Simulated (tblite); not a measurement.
Species: C₄HBrO₃.
SMILES with atom numbers: `[O:1]=[C:2]1[CH:3]=[C:4]([Br:5])[C:6](=[O:7])[O:8]1` (hydrogens: H9 on C3)

Computed with GFN2-xTB (tblite), gas phase: L-BFGS steps from a force-field or distance-geometry start until the largest atomic force falls under 0.01 eV/Å.

Step 7: E = -689.2514 eV
```
atom  x, y, z in Å  |  force x, y, z in eV/Å
O1      2.4601   -0.3411   -0.5249   -0.108  -0.019   0.026
C2      1.3028   -0.2688   -0.2646    0.116  -0.007  -0.038
C3      0.4711    0.9179    0.0260   -0.081  -0.056   0.023
C4     -0.7748    0.4874    0.2576    0.072   0.075   0.000
Br5    -2.2951    1.4534    0.6857    0.002  -0.085  -0.014
C6     -0.7938   -1.0136    0.1227    0.055   0.077  -0.001
O7     -1.7038   -1.7624    0.2516   -0.004   0.007   0.000
O8      0.4797   -1.3806   -0.1871   -0.055  -0.022   0.006
H9      0.8674    1.9138    0.0352    0.002   0.030  -0.003
```

Step 8: E = -689.2520 eV
```
atom  x, y, z in Å  |  force x, y, z in eV/Å
O1      2.4590   -0.3448   -0.5247   -0.062   0.006   0.012
C2      1.3023   -0.2690   -0.2653    0.092  -0.012  -0.014
C3      0.4706    0.9180    0.0266    0.050   0.028  -0.007
C4     -0.7735    0.4893    0.2579   -0.045   0.021   0.021
Br5    -2.2962    1.4505    0.6855   -0.007  -0.067  -0.009
C6     -0.7936   -1.0111    0.1231    0.055   0.037  -0.007
O7     -1.7014   -1.7626    0.2509   -0.040   0.023   0.011
O8      0.4789   -1.3791   -0.1868   -0.039  -0.040  -0.004
H9      0.8674    1.9148    0.0350   -0.005   0.003  -0.003
```

Step 9: E = -689.2523 eV
```
atom  x, y, z in Å  |  force x, y, z in eV/Å
O1      2.4584   -0.3463   -0.5246    0.004   0.007  -0.005
C2      1.3026   -0.2691   -0.2657    0.023  -0.005   0.008
C3      0.4712    0.9185    0.0268    0.025   0.009  -0.007
C4     -0.7735    0.4904    0.2583   -0.001   0.006   0.009
Br5    -2.2967    1.4482    0.6852   -0.025  -0.049  -0.003
C6     -0.7929   -1.0097    0.1233    0.014  -0.003  -0.003
O7     -1.7006   -1.7620    0.2508   -0.034   0.046   0.012
O8      0.4779   -1.3792   -0.1868   -0.010  -0.022  -0.009
H9      0.8673    1.9152    0.0349    0.004   0.012  -0.003
```

Step 10: E = -689.2525 eV
```
atom  x, y, z in Å  |  force x, y, z in eV/Å
O1      2.4582   -0.3472   -0.5246    0.047   0.002  -0.014
C2      1.3031   -0.2693   -0.2657   -0.033  -0.002   0.019
C3      0.4719    0.9188    0.0268    0.013   0.002  -0.004
C4     -0.7732    0.4914    0.2588    0.027  -0.013  -0.001
Br5    -2.2976    1.4455    0.6849   -0.035  -0.035   0.001
C6     -0.7923   -1.0088    0.1233   -0.016  -0.018   0.002
O7     -1.7008   -1.7605    0.2509   -0.031   0.053   0.012
O8      0.4770   -1.3797   -0.1869    0.019   0.001  -0.012
H9      0.8673    1.9158    0.0348    0.009   0.011  -0.003
```

Problem. Estimate the geometry and energy of step 11. (The exact step hangs on the optimiser's Hessian estimate; all steps are aligned on step 10, rigid shifts and turns removed.)

Solution. E = -689.2528 eV, largest force 0.077 eV/Å
```
atom  x, y, z in Å  |  force x, y, z in eV/Å
O1      2.4583   -0.3483   -0.5248    0.075  -0.002  -0.018
C2      1.3038   -0.2697   -0.2656   -0.072   0.001   0.021
C3      0.4731    0.9193    0.0268   -0.003  -0.004   0.001
C4     -0.7723    0.4925    0.2593    0.048  -0.030  -0.010
Br5    -2.2996    1.4408    0.6845   -0.039  -0.020   0.005
C6     -0.7915   -1.0077    0.1234   -0.041  -0.025   0.007
O7     -1.7019   -1.7573    0.2514   -0.027   0.049   0.011
O8      0.4762   -1.3803   -0.1874    0.044   0.025  -0.011
H9      0.8674    1.9168    0.0345    0.016   0.006  -0.004
```

The energy changes by -0.0003 eV. The first-order estimate −F·Δx gives -0.0004 eV and the mean of the old and new forces, exact on a quadratic surface, -0.0003 eV. The step makes an angle of 57° with the force vector and moves no atom by more than 0.005 Å.

The cost below is that of the whole relaxation. Time: 0.11 s. Hardware: an Arm Neoverse V1 with one thread, no GPU, on a shared host.
